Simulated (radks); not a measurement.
Values are calculated unless marked as measured or tabulated.
Problem. The table gives one normalised radial function P(r) = r R(r) of Si in [Ne] 3s2 3p(up 1, down 1) (r in bohr). Code: a radial shooting solver on a logarithmic mesh with Libxc functionals. Model: scalar-relativistic Kohn-Sham, r2SCAN, spin-polarised, spherical densities, finite nucleus; meta-GGA in the generalised Kohn-Sham scheme; Fermi nuclear charge, rms radius 3.1224 fm.

r,P
0.007582,0.0011
0.008617,0.0014
0.009715,0.0018
0.01104,0.0023
0.01255,0.0029
0.01426,0.0037
0.01608,0.0046
0.01828,0.0059
0.02077,0.0074
0.02342,0.0093
0.02662,0.0117
0.03026,0.0147
0.03411,0.0182
0.03877,0.0227
0.04407,0.0283
0.04969,0.0346
0.05647,0.0427
0.06418,0.0523
0.07236,0.0630
0.08225,0.0761
0.09348,0.0913
0.1054,0.1073
0.1198,0.1261
0.1361,0.1465
0.1535,0.1667
0.1745,0.1886
0.1983,0.2098
0.2254,0.2289
0.2541,0.2433
0.2888,0.2532
0.3282,0.2553
0.3701,0.2481
0.4206,0.2288
0.478,0.1961
0.539,0.1525
0.6126,0.0923
0.6963,0.0191
0.785,-0.0592
0.8922,-0.1504
1.014,-0.2474
1.143,-0.3395
1.299,-0.4327
1.477,-0.5133
1.665,-0.5715
1.893,-0.6119
2.151,-0.6265
2.425,-0.6154
2.756,-0.5788
3.133,-0.5209
3.561,-0.4478
4.015,-0.3719
4.563,-0.2904
5.186,-0.2149
5.847,-0.1538
6.646,-0.1012
7.553,-0.0621
8.516,-0.0367
9.679,-0.0193

Which n and l does it have? It may be an empty orbital.

Solution. n = 3, l = 1: the number of nodes gives n - l - 1 = 1, the rise at small r (about r^(l+1)) gives l, and the extent must fit the shell. The curve is that of 3p. 3p: eigenvalue -4.106 eV, 1 radial node at r = 0.718 bohr, <r> = 2.77 bohr, 90 % of the charge inside 4.39 bohr.
